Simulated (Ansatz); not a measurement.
Worked example: Ti(CH3)4 + C3H5F → Ti(CH3)3F + C4H8

Species: Ti(CH3)4, singlet; C3H5F `C/C=C/F`, singlet; Ti(CH3)3F, singlet; C4H8 (trans-2-butene) `C/C=C/C`, singlet. The partners trade CH3 for F: Ti–CH3 and C–F bonds give way to Ti–F and C–CH3.

Shapes, held fixed at every level: PBE0-D4/def2-TZVP. Programs: Ansatz 0.2.0. Electronic energies: no zero-point or thermal term.

At CCSD(T)/def2-TZVPP; 1 Eh = 2625.50 kJ/mol:

```
  species   energy (Eh)
 Ti(CH3)4  -1008.151142
    C3H5F   -216.819514
Ti(CH3)3F  -1068.147398
     C4H8   -156.927860
```

Work out ΔE of the reaction at this level.


1. Products less reactants: (-1068.147398) + (-156.927860) − [(-1008.151142) + (-216.819514)] = -0.104602 Eh = -274.6 kJ/mol.

Other levels give -285.8 (CCSD(T)/def2-SVP) to -267.4 kJ/mol (PBE-D4/def2-TZVPP). No measured value is set beside it here. Outer-core shells of Ti are correlated, in sets that cover them unevenly.
